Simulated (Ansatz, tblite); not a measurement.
Cost and result up the ladder for the cluster Au3 (the lowest doublet isomer of a short search) (3 atoms). Total charge 0; doublet. Geometry: PBE0-D4/def2-TZVP.

```xyz
3

Au   -1.508   -1.381    1.186
Au    1.888    0.774   -1.193
Au   -0.380    0.607    0.007
```

Ansatz on 4 threads of Arm Neoverse V2 on a shared host; xTB runs through tblite on one thread. Times are rough, summed over both states, and most runs start from the orbitals of an earlier one. RPA@PBE/def2-TZVP serves as the yardstick here, not as an exact answer. The other state is a quartet at its own geometry, which has other bonds, so the gap mixes isomer and spin.

In the def2 sets Au takes a core potential; there is no spin–orbit coupling. The xTB rows come from tblite. B3LYP takes the VWN-RPA correlation. Correlated methods freeze no core orbitals; core or outer-core shells of Au are correlated, in sets that lack core-valence functions. In CCSD on the charge 0 doublet the largest single amplitude is 0.19, so its Hartree–Fock determinant may place the open shell otherwise than the density functionals do. The structure comes from a short search, and lower isomers may exist.

Correlated methods converge slowly with the basis.

xTB has no spin-polarisation term.

```
                          level  functions  wall time
                       GFN2-xTB         27    0.005 s
                       GFN1-xTB         27    0.006 s
          LDA (SPW92)/def2-TZVP        120        2 s
            revPBE-D4/def2-TZVP        120      4.2 s
               PBE-D4/def2-TZVP        120      4.3 s
             B3LYP-D4/def2-TZVP        120      6.7 s
             BHLYP-D4/def2-TZVP        120      7.9 s
         CAM-B3LYP-D4/def2-TZVP        120      8.1 s
              RPA@PBE/def2-TZVP        120        9 s
            r2SCAN-D4/def2-TZVP        120       10 s
PBE0-D4/def2-TZVP (with forces)        120       10 s
              CCSD(T)/def2-TZVP        120       64 s
```

Task: Estimate what each level gives for the quartet − doublet (eV).

Result: 
```csv
level,quartet − doublet (eV),difference from RPA@PBE/def2-TZVP (eV),remarks
GFN2-xTB,4.14,2.62,–
GFN1-xTB,1.51,-0.01,–
LDA (SPW92)/def2-TZVP,1.43,-0.09,–
revPBE-D4/def2-TZVP,1.69,0.17,–
PBE-D4/def2-TZVP,1.62,0.10,–
B3LYP-D4/def2-TZVP,1.93,0.40,–
BHLYP-D4/def2-TZVP,2.24,0.72,–
CAM-B3LYP-D4/def2-TZVP,1.98,0.46,–
RPA@PBE/def2-TZVP,1.52,0.00,–
r2SCAN-D4/def2-TZVP,1.41,-0.11,–
PBE0-D4/def2-TZVP (with forces),1.85,0.33,–
CCSD(T)/def2-TZVP,1.76,0.24,spin-contaminated (⟨S²⟩ 0.84) (doublet)
```
